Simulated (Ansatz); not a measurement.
C3H5BrO can be A, `O=CCCBr`, or B, `C=C(Br)OC`.

Computed with Ansatz on PBE0-D4/def2-TZVP structures; ΔE is electronic, products minus reactants. CCSD(T)/CBS adds triple-zeta CCSD(T) − MP2 to the extrapolated MP2 energy (def2 sets, frozen cores). DFT in def2-TZVPP. For Br outer-core shells are correlated without core-valence functions, which leaves a few kJ/mol of doubt a bond. Scalar relativity is left out up to krypton. Each species was taken in one conformer, which may not be the lowest.

Question: Which isomer does CCSD(T)/CBS put lower? Give the gap. (An estimate is asked.)

Answer: The calculation gave: A, by 19.5 kcal/mol.

Question: Give E(B) − E(A) in kcal/mol with PBE-D4, B2PLYP, CCSD(T)/def2-TZVPP, r2SCAN-D4, ωB97M-V, CCSD/def2-TZVPP, MP2/def2-TZVPP. (An estimate is asked.)

Answer: Ansatz gave: PBE-D4 17.3, B2PLYP 19.1, CCSD(T)/def2-TZVPP 19.9, r2SCAN-D4 17.5, ωB97M-V 19.3, CCSD/def2-TZVPP 20.7, MP2/def2-TZVPP 20.1. None reverses the order clearly.

Largest T1 diagnostic: 0.011.

In def2-TZVPP, CCSD(T) changes the Hartree–Fock value by −2.8 kcal/mol (the triples alone add −0.8 kcal/mol) and MP2 by −2.6 kcal/mol. From PBE to PBE0 (25 % exact exchange), in def2-TZVPP and without D4, E(B) − E(A) moves by +1.4 kcal/mol.
